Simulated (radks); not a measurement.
Pb8+, configuration [Xe] 4f14 5d6. Calculated with a radial shooting solver on a logarithmic mesh with Libxc functionals: Dirac Kohn-Sham, PBE, spin-unpolarised, spherical densities, finite nucleus; open shells fill j = l - 1/2 first; Fermi nuclear charge, rms radius 5.5012 fm. Some entries of the table are withheld. Estimate them.

orbital,occ.,eigenvalue (eV),<r^2> (bohr^2),<r> (bohr)
1s1/2,2,-88040.79,0.0003576,0.01606
2s1/2,2,-15835.94,0.005366,0.06692
2p1/2,2,-15219.46,0.003775,0.05488
2p3/2,4,-13030.15,0.004956,0.06379
3s1/2,2,-3893.869,0.03477,0.1740
3p1/2,2,(1),0.03158,0.1644
3p3/2,4,(2),0.03791,0.1807
3d3/2,4,-2663.268,0.02891,0.1569
3d5/2,6,-2559.273,0.03063,0.1619
4s1/2,2,-975.3464,0.1666,0.3840
4p1/2,2,-853.9280,0.1689,0.3851
4p3/2,4,-734.2320,0.2001,0.4195
4d3/2,4,-535.8215,0.2078,0.4241
4d5/2,6,-513.4543,0.2185,0.4351
5s1/2,2,-261.4876,0.7912,0.8414
4f5/2,6,-256.4900,0.2405,0.4486
4f7/2,8,-251.4243,0.2470,0.4548
5p1/2,2,-219.1040,0.8900,0.8906
5p3/2,4,-195.2197,1.051,0.9684
5d3/2,4,-133.4353,(3),1.128
5d5/2,2,-130.0262,(4),1.154

Answer. 
(1) 3p1/2 eigenvalue (eV): -3614.110
(2) 3p3/2 eigenvalue (eV): -3125.563
(3) 5d3/2 <r^2> (bohr^2): 1.438
(4) 5d5/2 <r^2> (bohr^2): 1.506
